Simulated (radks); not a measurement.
Problem. All-electron calculation, non-relativistic Kohn-Sham, LDA (Slater exchange, VWN5 correlation), spin-polarised, spherical densities, point nucleus; open shells are filled with parallel spins first (spin-orbit coupling, left out, can overturn this in heavy ions). Program: a radial shooting solver on a logarithmic mesh with Libxc functionals. Response by self-consistent Sternheimer equations with the Hartree and adiabatic LDA kernel. For heavy and open-shell atoms this level of theory can miss by tens of per cent. Rank Pm7+, Cs+, Ba2+, Nd6+, Ce4+, Xe, Sm8+, Pr5+, La3+ (NIST ground configurations) by static dipole polarisability, largest first.

Solution. Xe 28.78, Cs+ 16.47, Ba2+ 10.99, La3+ 7.945, Ce4+ 6.044, Pr5+ 4.764, Nd6+ 3.938, Pm7+ 3.248, Sm8+ 2.715 bohr^3.
